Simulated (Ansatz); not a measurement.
`N[Si](O)(S)S` + HCl → `N[Si](O)(S)Cl` + H₂S  (ligand exchange at the Si–S bond)

Computed with Ansatz on PBE0-D4/def2-TZVP structures; ΔE is electronic, products minus reactants. CBS: MP2 limit from def2 TZ/QZ plus the TZ coupled-cluster correction, frozen cores. This one scheme is used for every species. One conformer a species, not always the lowest.

`N[Si](O)(S)S`:

Cartesian coordinates in Å:
```
N -0.547 -0.157 1.508
Si 0.098 0.026 -0.060
O -0.028 -1.419 -0.827
S 2.060 0.748 0.338
S -0.816 1.380 -1.436
H -0.424 0.581 2.184
H -1.443 -0.606 1.621
H 0.343 -2.168 -0.355
H 2.241 1.218 -0.906
H -1.483 0.397 -2.066
```

HCl:

Cartesian coordinates in Å:
```
Cl -0.031 0.323 0.551
H 0.031 -0.323 -0.551
```

`N[Si](O)(S)Cl`:

Z-matrix (Å, degrees):
```
Si
O 1 1.633
S 1 2.121 2 106.4
N 1 1.686 2 113.4 3 -121.5
Cl 1 2.058 2 108.3 3 120.4
H 2 0.959 1 117.7 3 -69.7
H 3 1.344 1 94.0 2 174.2
H 4 1.006 1 120.5 2 76.2
H 4 1.007 1 121.5 2 -77.1
```

H₂S:

Cartesian coordinates in Å:
```
S -0.165 0.563 0.198
H 0.970 -0.147 0.261
H -0.805 -0.416 -0.458
```

| level | ΔE (kJ/mol) |
| --- | --- |
| HF/def2-SVP | -55.1 |
| SCS-MP2/def2-QZVPP | -44.6 |

Question: What does CCSD(T)/CBS give? (Estimate.)

Answer: Ansatz gave: -42.4 kJ/mol. The listed levels differ from it by -12.7, -2.2 kJ/mol.

Largest T1 diagnostic among the species: 0.011.

From BLYP to BHLYP (50 % exact exchange), in def2-TZVPP and without D4, ΔE moves by −4.7 kJ/mol. Leaving LDA and LC-ωPBE aside and taking each functional with its dispersion term where it has one, the values, not all of them listed here, spread over 10.5 kJ/mol, from BHLYP-D4 to revPBE-D4. In def2-TZVPP, CCSD(T) changes the Hartree–Fock value by +13.9 kJ/mol (the triples alone add +2.2 kJ/mol) and MP2 by +13.8 kJ/mol.

CCSD(T)/CBS has its own doubt, a few kJ/mol and more with outer-core shells, so smaller differences from it don't rank the levels.
